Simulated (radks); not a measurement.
The numbers below are computed, except where a source is named.
Valence configurations of the silicon ion Si+ (all share [Ne]). Code: a radial shooting solver on a logarithmic mesh with Libxc functionals. Model: non-relativistic Kohn-Sham, PBE, spin-polarised, spherical densities, point nucleus; open shells are filled with parallel spins first. Energies are relative to 3s2 3p1; eigenvalues in eV for spin up.

| valence | E (eV) | moment (Bohr magnetons) | e(3p) | e(3s) |
|---|---|---|---|---|
| 3s2 3p1 | 0.000 | 1 | -12.126 | -19.454 |
| 3s1.5 3p1.5 | 2.828 | 2 | -12.766 | -20.198 |
| 3s1 3p2 | 5.120 | 3 | -13.276 | -20.824 |
| 3s0.5 3p2.5 | 8.900 | 3 | -13.561 | -21.135 |
| 3p3 | 12.693 | 3 | -13.836 | - |

NIST lists [Ne] 3s2 3p1 as the ground configuration; this level of theory agrees among the configurations tried. The energies are those of spherical high-spin densities, not of single terms.
